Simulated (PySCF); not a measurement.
Electron correlation in Si (silicon, neutral)

[Ne] 3s2 3p2, high-spin 3P determinant. All numbers are calculated (PySCF 2.14, the non-relativistic Hamiltonian (point nucleus), in def2-QZVPPD (10s6p5d2f1g, 76 functions)). Frozen: [Ne]; 4 electrons correlated.

| level | correlation energy (mhartree) |
| --- | --- |
| CCSD | -76.80 |
| (T) | -2.87 |
| CCSD(T) | -79.67 |

Diagnostics: T1 = 0.013, D1 = 0.0308, largest double amplitude 0.089.

Is a single reference adequate?

Mostly. T1 lies below 0.03, but a double amplitude of this size points to a near-degeneracy that CCSD handles and MP2 describes poorly.
